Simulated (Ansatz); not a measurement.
Name a neutral molecule of O, P, S, Si and H with ideal-gas entropy at 298 K and 1 bar (rigid rotor, harmonic PBE0-D4/def2-TZVP) between 347 and 363 J/(mol·K) and LUMO energy (PBE/def2-TZVPP) between -1.20 and -0.90 eV (Ansatz, PBE0-D4/def2-TZVP geometry).

`O[SiH](P)S` (352 J/(mol·K), -1.00 eV). Other molecules can fit too; these were computed, each in one conformer that needn't be the lowest.
